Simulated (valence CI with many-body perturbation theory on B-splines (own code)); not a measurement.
## E1 line list for Ga XXVII

Calculated by configuration interaction combined with many-body perturbation theory (CI+MBPT): three valence electrons over a frozen Dirac-Fock core [He], a basis of 11 s, 11 p, 9 d, 7 f, 5 g, 2 h, 1 i functions for each j, with the one-electron correlation potential Σ1, the two-electron term Σ2, the three-electron term Σ3, Breit, model QED; selected CI, second order for the rest (own B-spline code, finite nucleus).

The last digits are not significant, and no measured levels were compared; by estimate large intervals hold to a few tenths of a per cent, small ones and those within an open d or f shell to about a per cent.

Lines 151 to 200 of 250 in falling wavelength, among levels below 127.37 Ry, chosen from the strongest by gf and those to the six lowest levels. Wavelengths and rates use the calculated energies. Electric multipoles are in the length gauge, E1 and E2 with the static RPA response of the core. Weak lines are less certain than strong ones. Lines between different terms over intervals too small for the method are left out, as are lines whose strength nearly cancels. Where a level lies close to another of its J and parity, the split of strength between their lines is uncertain. The highest levels of a list are the least certain.

Levels are named by their leading jj configuration (3d3/2^4 stands for four electrons in 3d with j = 3/2), which in mixed levels can hold well under half, so a name can repeat and another be missing. Letters in brackets count levels of one name in rising energy.

```
λ vac (nm)                          Upper                       Lower   A (s⁻¹)  log gf  Branch %
    0.7999     (2s 2p3/2 3d3/2) J=3/2 [b]      (2s 2p1/2 2p3/2) J=1/2  1.43e+13   -0.26      31.7
    0.7996     (2s 2p3/2 3d3/2) J=5/2 [b]          (2s 2p3/2^2) J=5/2  3.18e+12   -0.74       7.0
    0.7996     (2s 2p3/2 3d5/2) J=7/2 [b]          (2s 2p3/2^2) J=5/2  2.47e+13    0.28      96.7
    0.7995     (2s 2p3/2 3d5/2) J=7/2 [a]      (2s 2p1/2 2p3/2) J=5/2  4.41e+13    0.53      96.0
    0.7994          (2p1/2^2 3p3/2) J=3/2      (2s 2p1/2 2p3/2) J=1/2  5.66e+12   -0.66      31.1
    0.7990     (2s 2p3/2 3d3/2) J=5/2 [a]      (2s 2p1/2 2p3/2) J=5/2  3.11e+13    0.25      66.1
    0.7990  (2p1/2 2p3/2 3p3/2) J=5/2 [b]          (2s 2p3/2^2) J=3/2  2.00e+12   -0.94      19.6
    0.7983     (2s 2p3/2 3d3/2) J=3/2 [a]      (2s 2p1/2 2p3/2) J=5/2  1.57e+13   -0.22      34.2
    0.7976         (2s 2p1/2 3p1/2) J=3/2          (2s^2 2p3/2) J=3/2  1.22e+12   -1.33      32.8
    0.7974     (2s 2p3/2 3d3/2) J=1/2 [b]      (2s 2p1/2 2p3/2) J=1/2  2.70e+13   -0.29      74.0
    0.7964     (2s 2p1/2 3d3/2) J=3/2 [b]          (2s 2p1/2^2) J=1/2  3.65e+13    0.14      72.5
    0.7961     (2s 2p3/2 3d5/2) J=5/2 [a]      (2s 2p1/2 2p3/2) J=5/2  2.71e+12   -0.81       8.7
    0.7961         (2s 2p1/2 3d3/2) J=1/2          (2s 2p1/2^2) J=1/2  5.93e+13    0.05      95.2
    0.7941     (2s 2p3/2 3d3/2) J=5/2 [b]  (2s 2p1/2 2p3/2) J=3/2 [b]  4.21e+13    0.38      92.2
    0.7938        (2s 2p3/2 3s) J=3/2 [b]          (2s 2p1/2^2) J=1/2  1.79e+12   -1.17       8.8
    0.7935     (2s 2p3/2 3d3/2) J=3/2 [b]  (2s 2p1/2 2p3/2) J=3/2 [b]  7.49e+12   -0.55      16.7
    0.7935     (2s 2p1/2 3p3/2) J=3/2 [a]          (2s^2 2p3/2) J=3/2  6.28e+11   -1.62      10.0
    0.7934             (2s^2 3d3/2) J=3/2          (2s^2 2p1/2) J=1/2  3.62e+13    0.14      84.2
    0.7930          (2p1/2^2 3p3/2) J=3/2  (2s 2p1/2 2p3/2) J=3/2 [b]  1.65e+12   -1.21       9.1
    0.7930     (2s 2p3/2 3d3/2) J=5/2 [a]  (2s 2p1/2 2p3/2) J=3/2 [a]  1.46e+13   -0.08      31.0
    0.7922     (2s 2p3/2 3d3/2) J=3/2 [a]  (2s 2p1/2 2p3/2) J=3/2 [a]  2.75e+13    0.02      60.1
    0.7921        (2s 2p3/2 3s) J=3/2 [c]          (2s 2p1/2^2) J=1/2  1.37e+12   -1.29       9.2
    0.7919     (2s 2p3/2 3d3/2) J=1/2 [a]  (2s 2p1/2 2p3/2) J=3/2 [a]  3.87e+13   -0.14      98.6
    0.7918     (2s 2p3/2 3d5/2) J=5/2 [b]  (2s 2p1/2 2p3/2) J=3/2 [b]  1.28e+12   -1.14       2.4
    0.7915         (2s 2p3/2 3d3/2) J=7/2      (2s 2p1/2 2p3/2) J=5/2  1.31e+12   -1.01       2.5
    0.7912         (2s 2p1/2 3p3/2) J=1/2          (2s^2 2p3/2) J=3/2  9.01e+11   -1.77      20.2
    0.7912         (2s 2p1/2 3p3/2) J=5/2          (2s^2 2p3/2) J=3/2  2.65e+11   -1.83      88.8
    0.7911     (2s 2p3/2 3d3/2) J=1/2 [b]  (2s 2p1/2 2p3/2) J=3/2 [b]  2.58e+12   -1.32       7.1
    0.7897     (2s 2p3/2 3d5/2) J=3/2 [b]  (2s 2p1/2 2p3/2) J=3/2 [b]  1.67e+11   -2.20       0.5
    0.7887     (2s 2p1/2 3p3/2) J=3/2 [b]          (2s^2 2p3/2) J=3/2  1.37e+11   -2.29       1.0
    0.7886      (2p1/2 2p3/2 3p1/2) J=1/2  (2s 2p1/2 2p3/2) J=3/2 [b]  9.95e+11   -1.73      10.3
    0.7876     (2s 2p3/2 3d5/2) J=3/2 [a]  (2s 2p1/2 2p3/2) J=3/2 [a]  2.01e+11   -2.13       0.6
    0.7871  (2p1/2 2p3/2 3p3/2) J=3/2 [a]      (2s 2p1/2 2p3/2) J=1/2  2.82e+12   -0.98      24.9
    0.7846     (2s 2p1/2 3p1/2) J=1/2 [a]          (2s^2 2p1/2) J=1/2  3.50e+12   -1.19      92.1
    0.7841      (2p1/2 2p3/2 3p1/2) J=5/2  (2s 2p1/2 2p3/2) J=3/2 [b]  1.65e+11   -2.04       2.5
    0.7830  (2p1/2 2p3/2 3p3/2) J=5/2 [a]  (2s 2p1/2 2p3/2) J=3/2 [b]  5.00e+11   -1.56       4.9
    0.7825  (2p1/2 2p3/2 3p3/2) J=3/2 [b]      (2s 2p1/2 2p3/2) J=1/2  4.41e+12   -0.79      31.9
    0.7822      (2p1/2 2p3/2 3p3/2) J=1/2  (2s 2p1/2 2p3/2) J=3/2 [b]  1.05e+12   -1.71       9.6
    0.7816         (2s 2p1/2 3p1/2) J=3/2          (2s^2 2p1/2) J=1/2  2.46e+12   -1.04      66.3
    0.7816     (2s 2p3/2 3p1/2) J=3/2 [a]          (2s^2 2p3/2) J=3/2  5.72e+12   -0.68      94.0
    0.7809  (2p1/2 2p3/2 3p3/2) J=3/2 [a]  (2s 2p1/2 2p3/2) J=3/2 [b]  3.17e+12   -0.94      28.0
    0.7803         (2s 2p3/2 3p1/2) J=5/2          (2s^2 2p3/2) J=3/2  6.72e+12   -0.43      98.8
    0.7789     (2s 2p3/2 3d5/2) J=3/2 [a]          (2s 2p1/2^2) J=1/2  3.18e+11   -1.94       1.0
    0.7786     (2s 2p3/2 3d3/2) J=5/2 [b]      (2s 2p1/2 2p3/2) J=5/2  1.63e+11   -2.05       0.4
    0.7786     (2s 2p3/2 3d5/2) J=7/2 [b]      (2s 2p1/2 2p3/2) J=5/2  8.15e+11   -1.23       3.2
    0.7786     (2s 2p3/2 3p3/2) J=3/2 [a]          (2s^2 2p3/2) J=3/2  8.28e+12   -0.52      94.3
    0.7777     (2s 2p1/2 3p3/2) J=3/2 [a]          (2s^2 2p1/2) J=1/2  5.57e+12   -0.69      88.9
    0.7764  (2p1/2 2p3/2 3p3/2) J=3/2 [b]  (2s 2p1/2 2p3/2) J=3/2 [b]  5.14e+12   -0.73      37.2
    0.7760     (2s 2p1/2 3p1/2) J=1/2 [b]          (2s^2 2p1/2) J=1/2  1.40e+13   -0.60      97.8
    0.7755         (2s 2p1/2 3p3/2) J=1/2          (2s^2 2p1/2) J=1/2  3.47e+12   -1.20      77.9
```

Q: How does gf follow from A for the line at 0.7871 nm?

A: gf = 1.4992 × (2J+1)_upper × A / σ², with σ = 12705476 cm⁻¹ and 2J+1 = 4: gf = 0.105.
